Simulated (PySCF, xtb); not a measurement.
In(Me)2 (C2H6In), SMILES [CH3][In+][CH3], charge +1.

GFN2-xTB (xtb) at its own geometry gives an orbital gap of 2.57 eV.

The structure is a stationary point at B3LYP-D3(BJ)/def2-SVP. The multiplicity is an assumed one; other spin states were not compared. The isomer is the one that the SMILES or the coordinates give; other isomers of the formula were not compared. The def2 effective core potentials stand for the cores of In; spin–orbit coupling is left out.

### Question
What does PBE/def2-TZVPD (PySCF) give? (Estimate from the structure and the level; the computed values follow.)

### Answer
gap 4.99 eV (levels -12.27 and -7.28 eV).
